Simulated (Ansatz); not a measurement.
Start from `[SiH3]O[CH2][ZnH]` and change one atom or group to get `[SiH3]OC[SiH2]S`.

Ansatz, PBE0-D4/def2-TZVP geometries, multiplicity 1. Each molecule was computed in one conformer, which needn't be the lowest.

Scalar relativity is left out up to krypton.

| property | `[SiH3]O[CH2][ZnH]` |
| --- | --- |
| LUMO energy (ωB97M-V/def2-TZVPP) / eV | 0.74 |
| HOMO energy (PBE/def2-TZVPP) / eV | -5.99 |
| HOMO energy (PBE0/def2-TZVPP) / eV | -7.18 |
| HOMO energy (ωB97M-V/def2-TZVPP) / eV | -9.42 |
| LUMO energy (PBE/def2-TZVPP) / eV | -1.42 |
| size of the dipole moment (ωB97M-V/def2-TZVPP) / D | 1.18 |

**Question.** Give the same properties after the change, and the shifts. (Best estimate.)

**Answer.** Computed: 
| property | `[SiH3]OC[SiH2]S` | shift |
| --- | --- | --- |
| LUMO energy (ωB97M-V/def2-TZVPP) / eV | 1.57 | 0.83 |
| HOMO energy (PBE/def2-TZVPP) / eV | -6.14 | -0.15 |
| HOMO energy (PBE0/def2-TZVPP) / eV | -7.36 | -0.18 |
| HOMO energy (ωB97M-V/def2-TZVPP) / eV | -9.57 | -0.15 |
| LUMO energy (PBE/def2-TZVPP) / eV | -1.02 | 0.40 |
| size of the dipole moment (ωB97M-V/def2-TZVPP) / D | 1.66 | 0.48 |

With PBE0 the HOMO falls by 0.18 eV and the LUMO rises by 0.51 eV, so the gap widens by about 0.69 eV. PBE moves the HOMO by -0.15 eV and ωB97M-V by -0.15 eV. The zero-point energy changes by 56.8 kJ/mol with +9 modes. Dipoles are sizes alone; their direction can turn.
